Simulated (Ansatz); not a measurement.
`ClC[SiH2][SnH3]` + NH₃ → `N[SiH2][SnH3]` + `CCl` at 298.15 K and 1 bar (ligand exchange at the Si–C bond).

Computed with Ansatz on PBE0-D4/def2-TZVP structures; ΔE is electronic, products minus reactants. CBS: MP2 limit from def2 TZ/QZ plus the TZ coupled-cluster correction, frozen cores. This one scheme is used for every species. def2 core potentials past Kr. For Sn outer-core shells are correlated without core-valence functions, which leaves a few kJ/mol of doubt a bond. One conformer a species, not always the lowest.

```json
{"species": "`ClC[SiH2][SnH3]`", "CCSD(T)/CBS energy (Eh)": "-1005.12998", "H − E (kJ/mol)": "196.3", "S (J/(mol·K))": "385.7"}
{"species": "NH₃", "CCSD(T)/CBS energy (Eh)": "-56.50880", "H − E (kJ/mol)": "100.5", "S (J/(mol·K))": "192.4"}
{"species": "`N[SiH2][SnH3]`", "CCSD(T)/CBS energy (Eh)": "-562.02294", "H − E (kJ/mol)": "187.1", "S (J/(mol·K))": "354.0"}
{"species": "`CCl`", "CCSD(T)/CBS energy (Eh)": "-499.63220", "H − E (kJ/mol)": "109.7", "S (J/(mol·K))": "234.1"}
```

H − E and S are ideal-gas, rigid-rotor, harmonic terms from PBE0-D4/def2-TZVP, for one conformer and one mirror image of each species. 1 Eh = 2625.50 kJ/mol, R = 8.31446 J/(mol·K).

Q: By hand: ΔE, ΔH, ΔS and ΔG.

A: ΔE = (-562.02294) + (-499.63220) − (-1005.12998) − (-56.50880) = -0.01636 Eh = -43.0 kJ/mol. Δ(H − E) = 187.1 + 109.7 − 196.3 − 100.5 = 0.0, so ΔH = -43.0 kJ/mol. ΔS = 354.0 + 234.1 − 385.7 − 192.4 = 10.0 J/(mol·K). ΔG = -43.0 − 298.15 × (10.0)/1000 = -46.0 kJ/mol.

Q: By hand: the equilibrium constant, and the temperature at which ΔG would vanish if ΔH and ΔS stayed fixed.

A: log₁₀ K = −ΔG/(RT ln 10) = 8.1. ΔH and −TΔS have one sign here, so there is no such temperature.

The number of gas molecules stays the same, so ΔS is small and ΔH decides. A doubt of 5 kJ/mol in ΔE shifts log₁₀ K by 0.9 here. Other conformers and mirror images would add mixing entropy, several J/(mol·K) or more a flexible species. Modes under 60 cm⁻¹, often nearly free rotors, make the harmonic entropy too high. These are equilibria of isolated gas molecules and say nothing of rates. Largest T1 diagnostic: 0.012 (customary marks: 0.02 for closed shells, 0.045 for open ones).

ΔS is within the doubt of such terms, so its sign, and with it that verdict, could turn.
